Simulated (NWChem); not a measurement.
Species: HSO3, doublet; SMILES O=[S](=O)O

```xyz
5

O      1.4300     0.1736     0.1957
S      0.0328     0.1280    -0.2512
O     -0.9751     1.0877     0.1868
O     -0.5644    -1.3454     0.1508
H      0.1812    -1.9682     0.1694
```
Atoms are numbered in this order, from 1.

Results from NWChem. Pople sets run with spherical d functions. Spin-unrestricted. The geometry was optimised at PBE0/def2-SVP, spin-unrestricted. No stability test was run on the SCF state. Level: PBE/6-31G* with SMD (1 M gas to 1 M solution), gas-phase geometry. Reactions with the solvent are ignored.

**Question.** What does the run give for solvent water? Quantities: solvation free energy (kcal/mol); cavity-dispersion-structure term (kcal/mol); dipole in solution (D).

**Answer.** The solvation free energy (kcal/mol) is -8.1, the cavity-dispersion-structure term (kcal/mol) comes out as 0.5 and the dipole in solution (D) is 3.50.
